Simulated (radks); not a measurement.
Excited configurations of Xe2+: one electron is placed in a higher orbital outside [Kr] 4d10 5s2 5p3. The ground configuration is [Kr] 4d10 5s2 5p4. All-electron calculation, Dirac Kohn-Sham, PBE, spin-unpolarised, spherical densities, finite nucleus; open shells fill j = l - 1/2 first; Fermi nuclear charge, rms radius 4.7859 fm. Program: a radial shooting solver on a logarithmic mesh with Libxc functionals. Excitation = E - E(ground); binding = E(ion) - E, where the ion is the core of charge +3; n* = 3/sqrt(2 binding) in atomic units, and the quantum defect is n - n*.

| outer orbital | excitation (eV) | binding (eV) | n* | quantum defect | eigenvalue (eV) | <r> (bohr) |
|---|---|---|---|---|---|---|
| 4f5/2 | 20.375 | 10.713 | 3.381 | 0.619 | -6.989 | 3.045 |
| 5d3/2 | 14.616 | 16.471 | 2.727 | 2.273 | -12.854 | 3.011 |
| 5f5/2 | 24.003 | 7.084 | 4.158 | 0.842 | -5.684 | 6.651 |
| 6s1/2 | 15.339 | 15.749 | 2.788 | 3.212 | -13.238 | 4.062 |
| 7s1/2 | 22.442 | 8.646 | 3.763 | 3.237 | -7.424 | 7.339 |
| 7p1/2 | 23.666 | 7.421 | 4.062 | 2.938 | -6.337 | 8.256 |
| 7d3/2 | 25.651 | 5.436 | 4.746 | 2.254 | -4.621 | 10.69 |

The Delta-SCF ionisation energy is 31.087 eV (NIST Atomic Spectra Database: 31.05 eV, semi-empirical). Self-interaction in the functional shifts the binding energies and quantum defects, so they are the method's values and not measured ones. Spin polarisation and multiplet splitting are left out, so open shells lie too high by an amount that depends on their filling.

Beside tabulated values, note that spin-unpolarised runs miss the spin-polarisation part of the exchange energy of open shells.
